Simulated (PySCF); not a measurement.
SMILES [CH2]([GeH3])CB(O)O (GFN2-xTB optimised geometry):

```
15

O      0.650     1.414     0.000
B     -0.699     1.414     0.000
O     -1.335     2.613     0.000
C     -1.409    -0.012    -0.035
C     -0.516    -1.108     0.547
Ge     1.301    -1.159    -0.234
H      1.065     2.277    -0.005
H     -2.290     2.598    -0.003
H     -1.621    -0.255    -1.081
H     -2.374    -0.008     0.481
H     -0.425    -0.963     1.625
H     -0.986    -2.083     0.399
H      1.719    -2.613    -0.314
H      2.374    -0.505     0.570
H      1.358    -0.667    -1.642
```

Calculation: PBE0/def2-TZVP (PySCF).

Task: What are the frontier orbital energies and the dipole moment?

Result: HOMO-2 -8.80 eV, HOMO-1 -8.23 eV, HOMO -8.01 eV, LUMO 0.52 eV, LUMO+1 1.10 eV; dipole moment 2.80 D.

Meta-Löwdin charges at PBE0/def2-TZVP: O1 -0.51, B2 0.45, O3 -0.53, C4 -0.34, C5 -0.39, Ge6 0.37, H7 0.36, H8 0.36, H9 0.13, H10 0.11, H11 0.12, H12 0.12, H13 -0.10, H14 -0.07, H15 -0.07.
